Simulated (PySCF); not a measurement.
In(I) anion (IIn), SMILES [In][I] (connectivity only; charge and spin as stated), charge -1, multiplicity 2. Atoms are numbered in the order given.

```xyz
2

In     0.0000     0.0000    -1.5937
I      0.0000     0.0000     1.4735
```
Charge -1, spin multiplicity 2.

The structure is a stationary point at B3LYP-D3(BJ)/def2-TZVPD. The spin state was assumed, not searched. The def2 effective core potentials stand for the cores of I, In; spin–orbit coupling is left out.

The numbers are results of PySCF with B3LYP-D3(BJ)/def2-TZVPD, not measurements.

Frequencies are harmonic and unscaled.

| mode | ν (cm⁻¹) | IR (km/mol) | moving atoms (share of kinetic energy) |
|---|---|---|---|
| 1 | 104 | 20.9 | In 52 %, I 48 % |
